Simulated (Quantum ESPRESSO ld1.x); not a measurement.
All-electron atom: Hg1.5+ in [Xe] 4f14 5d9 6s1.5 (fractional occupations, a model configuration). Method: scalar-relativistic Kohn-Sham, PW91, spin-unpolarised, spherical densities, point nucleus; computed with ld1.x of Quantum ESPRESSO 7.5.

Radial electron density D(r) = 4 pi r^2 rho(r):

| r (bohr) | D(r) (e/bohr) |
|---|---|
| 0.0008434 | 8.619 |
| 0.0009819 | 10.79 |
| 0.001143 | 13.45 |
| 0.00132 | 16.50 |
| 0.001537 | 20.39 |
| 0.001789 | 25.04 |
| 0.002066 | 30.24 |
| 0.002405 | 36.62 |
| 0.0028 | 43.96 |
| 0.003234 | 51.75 |
| 0.003765 | 60.77 |
| 0.004383 | 70.37 |
| 0.005062 | 79.68 |
| 0.005893 | 89.23 |
| 0.00686 | 97.87 |
| 0.007923 | 104.6 |
| 0.009223 | 109.3 |
| 0.01074 | 111.3 |
| 0.0124 | 110.4 |
| 0.01444 | 107.2 |
| 0.01681 | 102.7 |
| 0.01941 | 99.34 |
| 0.0226 | 98.84 |
| 0.0263 | 103.4 |
| 0.03038 | 113.0 |
| 0.03537 | 127.0 |
| 0.04117 | 141.1 |
| 0.04755 | 149.5 |
| 0.05535 | 149.4 |
| 0.06444 | 139.9 |
| 0.07442 | 127.1 |
| 0.08664 | 118.0 |
| 0.1009 | 119.7 |
| 0.1165 | 129.9 |
| 0.1356 | 139.6 |
| 0.1579 | 136.3 |
| 0.1823 | 118.1 |
| 0.2122 | 93.25 |
| 0.2471 | 78.40 |
| 0.2854 | 79.91 |
| 0.3322 | 89.33 |
| 0.3867 | 91.43 |
| 0.4466 | 79.97 |
| 0.5199 | 59.26 |
| 0.6053 | 40.38 |
| 0.6991 | 29.64 |
| 0.8138 | 24.55 |
| 0.9474 | 21.56 |
| 1.094 | 18.11 |
| 1.274 | 13.69 |
| 1.483 | 9.471 |
| 1.713 | 6.307 |
| 1.994 | 3.927 |
| 2.321 | 2.317 |
| 2.68 | 1.302 |
| 3.12 | 0.6306 |
| 3.633 | 0.2631 |
| 4.195 | 0.09836 |
| 4.884 | 0.02821 |
| 5.686 | 0.005838 |
| 6.566 | 0.0009448 |

D(r) has 4 maxima, at r = 0.0110, 0.0511, 0.142, 0.369 bohr, and minima at 0.0214, 0.0916, 0.261 bohr, inside which lie 1.88, 11.02, 30.07 electrons.
